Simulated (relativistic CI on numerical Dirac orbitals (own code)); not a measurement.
## Inner-shell lines of Xe⁴²⁺

Method of calculation: Dirac-Coulomb-Breit CI, KLI orbitals optimised for each configuration, a model potential for QED, unscaled Slater integrals (own radial code, finite nucleus).

Configurations in the expansion (outside the closed core 1s2 2s2): 2p6.3s2, 2p5.3s2.3d, 2p5.3s2.4s, 2p5.3s2.4d, 2p5.3s.3p.3d, 2p6.3s.3p, 2p5.3s.3p.4s. Levels of other configurations are missing.

The table holds the strongest lines. The upper levels have an inner-shell vacancy. Auger decay, open to those above the ionisation limit, is not computed, and radiative decays to configurations outside the model are missing too. Absolute energies can be off by a few tenths of a per cent, so close lines can change order. LS names give the leading component, which can be well under half, for lower levels too. Brackets number the levels in order of energy.

```csv
E (eV),Upper,Lower,A (s⁻¹),gA (s⁻¹)
4499.5,2p5.3s.3p.3d 3D_3 [78],2p6.3s.3p 3P°_2 [4],8.28e+13,5.80e+14
4502.6,2p5.3s.3p.3d 3D_2 [41],2p6.3s.3p 3P°_1 [3],5.54e+14,2.77e+15
4504.2,2p5.3s.3p.3d 3P_0 [42],2p6.3s.3p 3P°_1 [3],6.29e+14,6.29e+14
4505.0,2p5.3s.3p.3d 3D_1 [40],2p6.3s.3p 3P°_0 [2],5.96e+14,1.79e+15
4506.1,2p5.3s.3p.3d 3D_3 [82],2p6.3s.3p 3P°_2 [4],3.66e+14,2.56e+15
4506.2,2p5.3s.3p.3d 3D_1 [43],2p6.3s.3p 3P°_1 [3],6.15e+14,1.84e+15
4506.3,2p5.3s.3p.3d 1D_2 [94],2p6.3s.3p 1P°_1 [5],4.40e+14,2.20e+15
4509.9,2p5.3s.3p.3d 3P_2 [84],2p6.3s.3p 3P°_2 [4],5.03e+14,2.52e+15
4510.0,2p5.3s.3p.3d 1P_1 [95],2p6.3s.3p 1P°_1 [5],6.48e+14,1.94e+15
4510.7,2p5.3s2.3d 1P°_1 [13],2p6.3s2 1S_0 [1],6.45e+14,1.93e+15
4512.0,2p5.3s.3p.3d 1D_2 [96],2p6.3s.3p 1P°_1 [5],1.54e+14,7.69e+14
4512.5,2p5.3s.3p.3d 3P_1 [85],2p6.3s.3p 3P°_2 [4],3.65e+14,1.09e+15
4513.9,2p5.3s.3p.3d 1S_0 [97],2p6.3s.3p 1P°_1 [5],6.81e+14,6.81e+14
4514.4,2p5.3s.3p.3d 1F_3 [87],2p6.3s.3p 3P°_2 [4],7.28e+13,5.09e+14
4519.7,2p5.3s.3p.3d 1P_1 [90],2p6.3s.3p 3P°_2 [4],1.44e+14,4.31e+14
4519.8,2p5.3s.3p.3d 3D_3 [91],2p6.3s.3p 3P°_2 [4],7.54e+13,5.28e+14
4794.3,2p5.3s.3p.3d 5F_2 [105],2p6.3s.3p 3P°_1 [3],1.12e+14,5.62e+14
4798.1,2p5.3s.3p.3d 3P_2 [106],2p6.3s.3p 3P°_1 [3],1.34e+14,6.71e+14
4799.3,2p5.3s.3p.3d 5F_1 [104],2p6.3s.3p 3P°_0 [2],2.80e+14,8.39e+14
4802.0,2p5.3s.3p.3d 3D_3 [125],2p6.3s.3p 3P°_2 [4],2.10e+14,1.47e+15
4805.3,2p5.3s.3p.3d 3P_2 [126],2p6.3s.3p 3P°_2 [4],4.09e+14,2.05e+15
4805.5,2p5.3s.3p.3d 3P_1 [109],2p6.3s.3p 3P°_1 [3],1.89e+14,5.66e+14
4807.5,2p5.3s.3p.3d 5P_1 [127],2p6.3s.3p 3P°_2 [4],4.29e+14,1.29e+15
4809.8,2p5.3s.3p.3d 3P_0 [110],2p6.3s.3p 3P°_1 [3],4.51e+14,4.51e+14
4810.8,2p5.3s.3p.3d 1D_2 [141],2p6.3s.3p 1P°_1 [5],3.31e+14,1.66e+15
4812.5,2p5.3s2.3d 3D°_1 [99],2p6.3s2 1S_0 [1],4.39e+14,1.32e+15
4812.8,2p5.3s.3p.3d 3D_1 [142],2p6.3s.3p 1P°_1 [5],3.74e+14,1.12e+15
4814.6,2p5.3s.3p.3d 3P_0 [143],2p6.3s.3p 1P°_1 [5],4.58e+14,4.58e+14
4817.7,2p5.3s.3p.3d 3D_2 [114],2p6.3s.3p 3P°_1 [3],1.71e+14,8.57e+14
4818.0,2p5.3s.3p.3d 3D_1 [115],2p6.3s.3p 3P°_1 [3],1.82e+14,5.47e+14
4818.6,2p5.3s.3p.3d 3F_2 [144],2p6.3s.3p 1P°_1 [5],7.44e+13,3.72e+14
4822.8,2p5.3s.3p.3d 3D_1 [111],2p6.3s.3p 3P°_0 [2],9.07e+13,2.72e+14
4825.8,2p5.3s.3p.3d 3D_3 [134],2p6.3s.3p 3P°_2 [4],1.63e+14,1.14e+15
5809.2,2p5.3s2.4d 1P°_1 [165],2p6.3s2 1S_0 [1],2.53e+14,7.58e+14
6129.7,2p5.3s2.4d 3D°_1 [189],2p6.3s2 1S_0 [1],1.48e+14,4.45e+14
```
